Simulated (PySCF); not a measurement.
**Computed spin Hamiltonian**

Compound: C7H11O (doublet state).
Geometry (GFN2-xTB, Å), atoms numbered from 1 in this order:
```xyz
19
C7H11O angstrom
C      2.6501    0.5780    0.0327
C      1.7516   -0.3861   -0.0388
C      0.5670   -0.5006    0.8655
C     -0.7536   -0.2723    0.1205
C     -1.0501   -1.3486   -0.9091
C     -0.9832    1.1780   -0.3550
C     -2.1191    1.1355    0.6101
O     -1.8389   -0.1397    1.0721
H      2.5908    1.3576    0.7749
H      3.4899    0.6252   -0.6394
H      1.8447   -1.1585   -0.7902
H      0.5331   -1.4969    1.3138
H      0.6354    0.2326    1.6721
H     -0.9983   -2.3335   -0.4504
H     -2.0519   -1.2038   -1.3069
H     -0.3349   -1.2925   -1.7254
H     -0.1699    1.8718   -0.1252
H     -1.2502    1.2896   -1.4069
H     -2.5224    1.8736    1.2780
```

The hyperfine couplings belong to this conformer and change with its torsions.

As a line formula: `C=CC[C@]1(C)C[CH]O1` [radical].

Computed, not measured: PySCF 2.14.0, UKS B3LYP, pcH-1 on C H O, non-relativistic, mean-field spin-orbit, GIAO. Geometry: GFN2-xTB, one conformer, isolated molecule. The geometry wasn't refined by DFT: couplings that depend on bond lengths, twists or pyramidal angles can differ widely from those at the functional's own minimum. The SCF solution wasn't tested for stability.

```json
{"g1, g2, g3": "2.00209, 2.00365, 2.00472", "g_iso": "2.00349", "Form of g": "rhombic: the two nearest values differ by 41 % of g3 − g1", "⟨S²⟩": "0.7534 (exact 0.7500)", "Total energy": "-348.50752 Eh"}
```

Isotropic coupling and dipolar principal values T1 to T3, in mT (MHz turned into mT with g_iso):

```tsv
atom	isotope	a_iso	T1	T2	T3	Mulliken spin population
C1	13C	0.03	-0.01	0.00	0.01	0.00
C2	13C	0.00	-0.02	0.01	0.01	0.00
C3	13C	0.33	-0.03	-0.03	0.06	0.01
C4	13C	0.02	-0.06	-0.05	0.11	-0.01
C5	13C	0.00	-0.02	-0.01	0.04	0.00
C6	13C	-0.65	-0.11	-0.03	0.14	-0.06
C7	13C	6.68	-2.63	-2.59	5.23	0.86
O8	17O	-0.99	-2.59	1.24	1.35	0.15
H9	1H	0.01	-0.03	-0.02	0.05	0.00
H10	1H	0.01	-0.02	-0.01	0.03	0.00
H11	1H	-0.01	-0.03	-0.02	0.05	0.00
H12	1H	-0.02	-0.06	-0.05	0.12	0.00
H13	1H	0.01	-0.09	-0.08	0.16	0.00
H14	1H	0.00	-0.06	-0.06	0.11	0.00
H15	1H	-0.01	-0.11	-0.09	0.20	0.00
H16	1H	-0.03	-0.05	-0.04	0.09	0.00
H17	1H	2.89	-0.16	-0.10	0.25	0.04
H18	1H	2.69	-0.19	-0.16	0.35	0.03
H19	1H	-0.48	-1.20	-0.07	1.27	-0.02
```

Largest spin populations (Mulliken): C7 (+0.86) and O8 (+0.15). The angles at C7 add up to 347.1°, so it is slightly pyramidal.

Under fast tumbling the dipolar parts average out, and these isotropic splittings remain: 1 × 1H (H17, I = 1/2, 2 lines) with 2.89 mT, 1 × 1H (H18, I = 1/2, 2 lines) with 2.69 mT and 1 × 1H (H19, I = 1/2, 2 lines) with 0.48 mT.

The 13C coupling of C7 (187.4 MHz) shows only in satellite lines or after enrichment, since that isotope makes up about 1.07 % of natural carbon.

The 17O coupling of O8 (-27.8 MHz) shows only in satellite lines or after enrichment, since that isotope makes up about 0.038 % of natural oxygen.

Time: 2.3 min wall (with the writing of density and orbital grids); peak memory 1.1 GiB. Hardware: one thread of an Arm Neoverse N1, shared host with 64 logical CPUs at a one-minute load of 25.
